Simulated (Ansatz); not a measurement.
C₃H₈GeO, SMILES `C[CH2][Ge][O]C`. Charge 0, multiplicity 1.

Cartesian coordinates in Å:
```
C 1.695 0.705 -0.387
C 1.386 -0.734 -0.766
Ge -0.422 -1.461 -0.345
O -1.056 0.037 0.403
C -2.363 0.110 0.915
H 1.586 0.865 0.687
H 2.714 0.986 -0.667
H 1.009 1.400 -0.875
H 1.518 -0.901 -1.844
H 2.094 -1.432 -0.296
H -2.915 -0.832 0.798
H -2.918 0.900 0.398
H -2.329 0.359 1.980
```

(1) What are the harmonic wavenumbers in cm⁻¹ at PBE0-D4/def2-TZVP (Ansatz, finite differences of forces, unscaled)? (Best estimate.)

(2) Is this a minimum?

(3) Give the ideal-gas thermochemistry at 298.15 K and 1 bar (rigid rotor, harmonic oscillator; point group Cs, symmetry number 1).

(4) And at 400, 500, 600, 800 and 1000 K?

## Answers

(1) The calculation gave: 32, 127, 127, 153, 204, 251, 337, 518, 568, 620, 921, 963, 1056, 1122, 1179, 1200, 1231, 1246, 1406, 1429, 1471, 1484, 1485, 1491, 1498, 3000, 3005, 3038, 3044, 3071, 3089, 3112, 3131.

(2) Yes, all 33 modes are real.

(3) Zero-point energy 278.8 kJ/mol; H(298) − E = 302.0 kJ/mol; entropy 374.2 J/(mol·K), of which translation 169.8, rotation 114.2, vibration 90.2; G(298) − E = 190.5 kJ/mol. Modes under 100 cm⁻¹ are hindered rotations or soft bends, so the harmonic entropy is rough.

(4) 
```csv
T (K),H − E (kJ/mol),S (J/mol/K),G − E (kJ/mol)
400,314.7,410.7,150.5
500,329.4,443.3,107.7
600,346.0,473.5,61.9
800,383.9,527.9,-38.4
1000,427.0,575.8,-148.8
```
